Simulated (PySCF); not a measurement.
Gas-phase thermal properties of BaF₂

Energies from PySCF (xtb for GFN2), thermal terms from the rigid-rotor harmonic-oscillator model, ideal gas at 1 bar. Table values come from the NASA 1993 polynomials. S°(298 K) at PBE0/def2-TZVP differs from the NASA 1993 table for BaF₂ (-6 J/mol/K); whether the harmonic model or the table's entry is off was not settled. All species are closed-shell singlets. Ba: scalar-relativistic def2 core potential, no spin-orbit coupling. The harmonic model lacks anharmonicity and excited electronic states, which grow with temperature; levels with a mode under 35 cm⁻¹ are left out. Soft modes under 120 cm⁻¹ make the harmonic entropy rough for BaF₂. The table's entry may be an old estimate for BaF₂ (not checked at source).

```tsv
level	point group	σ	ZPE (kJ/mol)	S°298 (J/mol/K)	Cp298 (J/mol/K)	S°1000 (J/mol/K)	H1000 − H298 (kJ/mol)
table	-	-	-	301.3	53.8	369.6	39.8
GFN2-xTB	C2v	2	3.7	301.5	56.0	370.9	40.4
PBE/def2-SVP	C2v	2	6.2	294.8	52.4	362.3	39.5
PBE0/def2-TZVP	C2v	2	5.8	295.0	53.0	362.8	39.6
```
σ: rotational symmetry number. Electronic degeneracy used: 1. Frequencies are unscaled.
